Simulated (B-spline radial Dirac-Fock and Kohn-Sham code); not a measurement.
# Binding energies of W⁴⁺ at several levels of theory

System: tungsten as W⁴⁺, [Xe] 4f14 5d2.

The density-functional columns are spherical, spin-unpolarised Dirac-Kohn-Sham results without Breit or QED terms: −ε is minus the orbital energy of the initial state and ΔSCF the difference of two total energies. The reference in the last column comes from ΔSCF Dirac-Fock with Breit, self-energy and vacuum polarisation, finite nucleus, configuration average. All numbers are from a radial atomic solver, in eV; a selection of levels is shown. For the 1s level of heavy atoms much of the gap between ΔSCF and the reference is the Breit and QED part, -349.2 eV here; for other levels the error of the functional can be larger.

```
     level   LDA −ε  LDA ΔSCF   PBE −ε  PBE ΔSCF  Dirac-Fock
    K (1s)  69357.5   69913.2  69415.7   69973.3     69575.7
   L1 (2s)  12001.3   12103.9  12009.6   12112.0     12161.8
L2 (2p1/2)  11485.1   11617.0  11488.9   11620.6     11598.3
L3 (2p3/2)  10133.9   10247.4  10136.2   10249.5     10260.8
   M1 (3s)   2796.9    2827.3   2799.2    2829.5      2880.8
M2 (3p1/2)   2565.8    2598.5   2566.7    2599.3      2632.1
M3 (3p3/2)   2273.7    2303.4   2274.2    2303.8      2339.3
M4 (3d3/2)   1882.1    1917.7   1881.9    1917.5      1926.0
M5 (3d5/2)   1818.5    1853.0   1818.3    1852.7      1863.6
   N1 (4s)    610.9     625.8    612.0     626.8       656.2
N2 (4p1/2)    515.0     529.8    515.4     530.2       552.6
N3 (4p3/2)    447.1     461.3    447.7     461.9       484.8
N4 (4d3/2)    288.9     302.9    288.9     302.9       314.5
N5 (4d5/2)    276.4     290.2    276.4     290.3       302.1
N6 (4f5/2)    78.24     91.03    77.83     90.62       87.47
N7 (4f7/2)    75.99     88.68    75.58     88.27       85.34
   O1 (5s)    122.2     131.4    121.9     131.1       134.8
O2 (5p1/2)    93.31     102.0    92.91     101.6       100.9
O3 (5p3/2)    82.98     91.21    82.70     90.90       90.53
 O4,5 (5d)    43.81     50.41    43.46     50.06       49.06
```

**Question.** Order the estimates of the K (1s) level by their distance from the Dirac-Fock value, nearest first.
A. LDA −ε
B. LDA ΔSCF
C. PBE ΔSCF
D. PBE −ε

**Answer.** D (160.0 eV), A (218.2 eV), B (337.6 eV), C (397.6 eV).

An eigenvalue near the reference for a deep level is a cancellation of errors: it lacks relaxation, carries self-interaction and omits Breit and QED terms.

Values without a named source are computed, but for edge energies of neutral atoms, which are taken from tables.
